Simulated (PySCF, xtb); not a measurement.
C3H3F3, SMILES FC(=C)C(F)F. The values are those of a single conformer.

Harmonic wavenumbers (cm⁻¹) from xtb with GFN2-xTB at its own minimum, in rising order: 21, 225, 235, 360, 470, 581, 601, 720, 890, 900, 933, 1022, 1071, 1172, 1244, 1299, 1351, 1719, 2909, 3132, 3174.

### Question
What does PBE-D3(BJ)/def2-SVP run with PySCF give at its own minimum? (Estimate from the structure and the level; the computed values follow.)

### Answer
68, 223, 288, 401, 474, 544, 659, 730, 849, 908, 919, 1088, 1120, 1238, 1327, 1334, 1382, 1713, 2963, 3117, 3229. Paired by order, the mean absolute difference is 37 cm⁻¹ and the zero-point energies are 34.4 and 35.1 kcal/mol.
